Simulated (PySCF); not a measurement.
A calculated (M06-2X, PySCF 2.14, aug-cc-pVTZ-DK, scalar relativity by spin-free X2C-1e) atom or ion has these occupied shells.

```csv
shell,electrons,orbital energy (eV),"rms radius, mean of both spins (bohr)"
1s α,1,-14297.3,0.0478
1s β,1,-14297.0,0.0478
2s α,1,-1934.3,0.199
2s β,1,-1934.2,0.199
2p α,3,-1715.8,0.177
2p β,3,-1715.6,0.177
3s α,1,-307.37,0.568
3s β,1,-307.00,0.568
3p α,3,-237.06,0.583
3p β,3,-236.58,0.583
3d α,5,-118.47,0.611
3d β,5,-118.16,0.611
4s α,1,-52.006,1.62
4s β,1,-47.471,1.62
4p α,3,-35.031,1.86
4p β,1,-32.941,1.86
```

Problem. Name the element and its charge.

Solution. Kr(2+) (krypton, charge +2), in [Ar] 3d10 4s2 4p4, high-spin 3P determinant.
